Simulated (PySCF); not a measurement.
**Relaxation of singlet WBr₂**

Method: PBE0 in PySCF with W def2-TZVP with ECP60, Br def2-TZVP; scalar-relativistic core potentials, no spin–orbit coupling; density-fitted integrals. A (50,194) grid was used.

A hand-made bent start, of C2v symmetry, held to at least that symmetry:

```xyz
3
charge 0 multiplicity 1, angstrom
W     0.0000    0.0000   -0.6649
Br    2.0561    0.0000    0.7749
Br   -2.0561    0.0000    0.7749
```

What does it relax to?

It ends at D∞h with W–Br 2.349 Å (×2); Br–W–Br 180.0°. A frequency run shows a minimum. Other isomers or separated fragments may lie lower.

How much energy is released, and in how many steps?

93.8 kJ/mol in 11 steps.

Stability towards spin polarisation was not tested. With an element this heavy the missing spin–orbit coupling can shift these numbers.
